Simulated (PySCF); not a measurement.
**ZnF⁻: from constants to spectrum**

PBE0 constants of ZnF⁻, ¹Σ⁺ (singlet), closed shell (basis Zn aug-cc-pVDZ-PP with ECP10, F aug-cc-pVDZ; scalar-relativistic core potentials; PySCF 2.14; masses 63.9291 and 18.9984 u):

```
ωe              : 403.0 cm⁻¹
ωexe            : 3.95 cm⁻¹
Be              : 0.30874 cm⁻¹
αe              : 0.00390 cm⁻¹
D (centrifugal) : 7.25e-07 cm⁻¹
De to Zn + F⁻   : 1.58 eV
```

Task: Estimate the standard entropy (1 bar) and heat capacity of the ideal gas at 1500 K, rigid rotor with B0 and harmonic oscillator at the fundamental.

Result: Translation (Sackur–Tetrode, M = 82.93 u): 197.5 J/(mol K). Rotation: q = kT/(σB0) = 3400 with σ = 1, 75.9. Vibration: x = hcν0/kT = 0.379, 16.43. S° = 289.9 J/(mol K); Cp = 7R/2 + 8.22 = 37.3 J/(mol K).

For an ion De counts to the pair picked by the measured ionisation energies or electron affinities, which need not be the lowest pair at this level.
